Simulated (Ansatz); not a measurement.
Cost and result up the ladder for the cluster SiB8 (9 atoms). The state is a singlet with charge 0. Geometry: B3LYP-D4/def2-SVP.

```xyz
9

Si   -2.253   -0.084   -2.174
B    -0.561   -0.009   -0.892
B     0.986   -0.038    3.001
B     0.913    0.133   -1.738
B     1.054    0.085   -0.161
B    -0.378   -0.117    2.315
B    -0.551   -0.070    0.757
B    -0.386    0.067   -2.577
B     1.177    0.034    1.468
```

Ansatz on 4 threads of Intel Xeon Platinum 8223CL on a shared host. Times are rough, and most runs start from the orbitals of an earlier one. No level here is sound enough to serve as a yardstick. Binding counts from free atoms at the same level (Si triplet, B doublet; other spins of the atoms weren't run), without zero-point energy or a counterpoise term.

HSE06 is defined as in plane-wave codes, on full-range PBE exchange. Correlated methods freeze 13 core orbitals. Another isomer (singlet) lies 0.28 eV lower at PBE0-D4/def2-TZVP; other spin states weren't run for this one.

Run but left out: HF/STO-3G (restricted singlet, unstable in another Hartree–Fock run and untested here).

Correlated methods converge slowly with the basis.

| level | functions | wall time |
| --- | --- | --- |
| PBE-D4/def2-SVP | 130 | 1.2 s |
| PBE0-D4/def2-SVP | 130 | 1.5 s |
| LDA (SPW92)/def2-TZVP | 285 | 1.9 s |
| PBE-D4/def2-TZVP | 285 | 3 s |
| HSE06-D4/def2-TZVP | 285 | 4.7 s |
| PBE-D4/def2-TZVPD | 339 | 4.8 s |
| PBE0-D4/def2-TZVP | 285 | 5.5 s |
| r2SCAN-D4/def2-TZVP (with forces) | 285 | 6 s |
| PBE0-D4/def2-TZVPD | 339 | 7.5 s |
| RPA@PBE/def2-TZVP | 285 | 7.5 s |
| ωB97X-V/def2-TZVP | 285 | 12 s |
| ωB97X-V/def2-TZVPD | 339 | 34 s |
| CCSD(T)/def2-TZVP | 285 | 6.5 min |

Question: Estimate what each level gives for the binding energy per atom (eV).

Answer: 
```tsv
level	binding energy per atom (eV)	remarks
PBE-D4/def2-SVP	4.78	restricted SCF unstable in HF
PBE0-D4/def2-SVP	4.64	restricted SCF unstable in HF
LDA (SPW92)/def2-TZVP	5.27	restricted SCF unstable in HF
PBE-D4/def2-TZVP	4.70	restricted SCF unstable in HF
HSE06-D4/def2-TZVP	4.56	restricted SCF unstable in HF
PBE-D4/def2-TZVPD	4.70	restricted SCF unstable in HF
PBE0-D4/def2-TZVP	4.55	restricted SCF unstable in HF
r2SCAN-D4/def2-TZVP (with forces)	4.56	restricted SCF unstable in HF
PBE0-D4/def2-TZVPD	4.55	restricted SCF unstable in HF
RPA@PBE/def2-TZVP	3.80	restricted SCF unstable in HF
ωB97X-V/def2-TZVP	4.29	restricted SCF unstable in HF
ωB97X-V/def2-TZVPD	4.29	restricted SCF unstable in HF
CCSD(T)/def2-TZVP	4.14	large T1 (0.021), restricted SCF unstable
```
